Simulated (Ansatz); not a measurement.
Gas-phase electronic energies from Ansatz, PBE0-D4/def2-TZVP geometries. CBS: MP2 limit from def2 TZ/QZ plus the TZ coupled-cluster correction, frozen cores. This one scheme is used for every species. DFT in def2-TZVPP. B3LYP here is the variant with VWN-RPA as its local correlation; programs differ in this. HSE06 is defined as in plane-wave codes. For Ge, Se outer-core shells are correlated without core-valence functions, which leaves a few kJ/mol of doubt a bond. Scalar relativity is left out up to krypton. One conformer a species, not always the lowest.

Consider the ligand exchange at a Ge–O bond: `[OH][Ge]([Cl])([Cl])[Cl]` + H₂Se → `[Cl][Ge]([Cl])([Cl])[SeH]` + H₂O.

`[OH][Ge]([Cl])([Cl])[Cl]`:

```xyz
6

O    -0.100    1.029    1.029
Ge   -0.030   -0.313   -0.085
Cl   -1.343   -0.006   -1.726
Cl    1.936   -0.559   -0.852
Cl   -0.609   -2.018    1.011
H     0.147    1.866    0.623
```

H₂Se:

Z-matrix (Å, degrees):
```
Se
H 1 1.467
H 1 1.467 2 91.2
```

`[Cl][Ge]([Cl])([Cl])[SeH]`:

Cartesian coordinates in Å:
```
Cl 0.947 1.515 -1.327
Ge 0.445 0.026 0.112
Cl 2.088 -1.310 0.314
Cl 0.159 1.043 1.963
Se -1.400 -1.241 -0.512
H -2.239 -0.033 -0.549
```

H₂O:

```xyz
3

O     0.281   -0.201   -0.179
H     0.136    0.747   -0.204
H    -0.417   -0.545    0.382
```

| level | ΔE (kcal/mol) | difference from CCSD(T)/CBS |
| --- | --- | --- |
| LDA (SPW92) | -5.9 | 0.7 |
| PBE-D4 | -7.7 | -1.1 |
| revPBE-D4 | -7.7 | -1.1 |
| r2SCAN-D4 | -5.2 | 1.4 |
| B97M-V | -3.4 | 3.2 |
| B3LYP-D4 | -6.5 | 0.1 |
| r2SCANh-D4 | -5.5 | 1.1 |
| r2SCAN0-D4 | -5.8 | 0.8 |
| HSE06-D4 | -7.6 | -1.0 |
| BHLYP-D4 | -6.2 | 0.4 |
| CAM-B3LYP-D4 | -4.1 | 2.5 |
| ωB97X-V | -4.2 | 2.4 |
| ωB97M-V | -5.2 | 1.4 |
| B2PLYP | -4.7 | 1.9 |
| PBE | -6.5 | 0.1 |
| revPBE | -6.5 | 0.1 |
| BLYP | -4.6 | 2.0 |
| r2SCAN | -5.0 | 1.6 |
| PBE0 | -6.4 | 0.2 |
| B3LYP | -4.6 | 2.0 |
| r2SCAN0 | -5.4 | 1.2 |
| HSE06 | -6.5 | 0.1 |
| BHLYP | -3.8 | 2.8 |
| CAM-B3LYP | -2.9 | 3.7 |
| LC-ωPBE | -3.9 | 2.7 |
| RPA@PBE/def2-TZVPP | -3.9 | 2.7 |
| HF/def2-SVP | -1.2 | 5.4 |
| MP2/def2-SVP | -1.9 | 4.7 |
| CCSD/def2-SVP | -0.9 | 5.7 |
| CCSD(T)/def2-SVP | -1.1 | 5.5 |
| HF/def2-TZVPP | -1.7 | 4.9 |
| SCS-MP2/def2-TZVPP | -4.7 | 1.9 |
| CCSD/def2-TZVPP | -4.1 | 2.5 |
| CCSD(T)/def2-TZVPP | -4.6 | 2.0 |
| HF/def2-QZVPP | -1.5 | 5.1 |
| MP2/def2-QZVPP | -7.4 | -0.8 |
| SCS-MP2/def2-QZVPP | -5.6 | 1.0 |
| HF/CBS(def2) | -1.5 | 5.1 |
| MP2/CBS(def2) | -8.3 | -1.7 |
| CCSD/CBS(def2) | -6.1 | 0.5 |
| CCSD(T)/CBS | -6.6 | 0 |

Largest T1 diagnostic among the species: 0.010.

The D4 term adds −1.9 kcal/mol with B3LYP and −1.0 kcal/mol with PBE0; it sums over pairs of atoms, weighted by their polarisabilities, and B3LYP, whose exchange is more repulsive, gets the larger term. From BLYP to BHLYP (50 % exact exchange), in def2-TZVPP and without D4, ΔE moves by +0.8 kcal/mol. Leaving LDA and LC-ωPBE aside and taking each functional with its dispersion term where it has one, the values spread over 4.2 kcal/mol, from revPBE-D4 to B97M-V.
